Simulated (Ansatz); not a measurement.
Consider the substitution at a C–O bond: `C=C(F)O[SiH3]` + H₂S → `C=C(F)S` + `O[SiH3]`.

Calculated with Ansatz (gas phase, PBE0-D4/def2-TZVP geometries, no zero-point term in ΔE). CCSD(T)/CBS adds triple-zeta CCSD(T) − MP2 to the extrapolated MP2 energy (def2 sets, frozen cores). This one scheme is used for every species. DFT in def2-TZVPP. B3LYP here is the variant with VWN-RPA as its local correlation; programs differ in this. Each species was taken in one conformer, which may not be the lowest.

`C=C(F)O[SiH3]`:

Z-matrix (Å, degrees):
```
Si
O 1 1.672
H 1 1.478 2 103.5
H 1 1.482 2 110.5 3 -118.8
H 1 1.482 2 110.6 3 118.8
C 2 1.324 1 126.6 3 180.0
F 6 1.343 2 112.0 1 0.1
C 6 1.321 2 126.7 1 -179.9
H 8 1.078 6 119.9 2 -180.0
H 8 1.079 6 119.6 2 0.0
```

H₂S:

Z-matrix (Å, degrees):
```
S
H 1 1.341
H 1 1.341 2 92.3
```

`C=C(F)S`:

Cartesian coordinates in Å:
```
C -0.156 0.939 0.045
C 0.469 -0.212 0.221
F 1.651 -0.261 0.844
S 0.005 -1.836 -0.248
H -1.110 0.986 -0.457
H 0.295 1.852 0.410
H -1.153 -1.468 -0.816
```

`O[SiH3]`:

Z-matrix (Å, degrees):
```
Si
O 1 1.648
H 1 1.489 2 111.7
H 1 1.489 2 111.7 3 120.9
H 1 1.481 2 105.9 3 -119.6
H 2 0.957 1 117.9 3 -60.5
```

```
             level  ΔE (kJ/mol)
            PBE-D4          4.8
           ωB97M-V         10.9
            B2PLYP          7.6
             B3LYP          9.2
    MP2/def2-TZVPP          3.3
   CCSD/def2-TZVPP         11.5
CCSD(T)/def2-TZVPP          9.4
      HF/CBS(def2)         21.3
```

Question: What does CCSD(T)/CBS give? (Best estimate.)

Answer: The calculation gave: +3.9 kJ/mol. The listed levels differ from it by 0.9, 7.0, 3.7, 5.3, -0.6, 7.6, 5.5, 17.4 kJ/mol.

Largest T1 diagnostic among the species: 0.012.

In def2-TZVPP, CCSD(T) changes the Hartree–Fock value by −12.1 kJ/mol (the triples alone add −2.1 kJ/mol) and MP2 by −18.2 kJ/mol. From PBE to PBE0 (25 % exact exchange), in def2-TZVPP and without D4, ΔE moves by +3.6 kJ/mol.
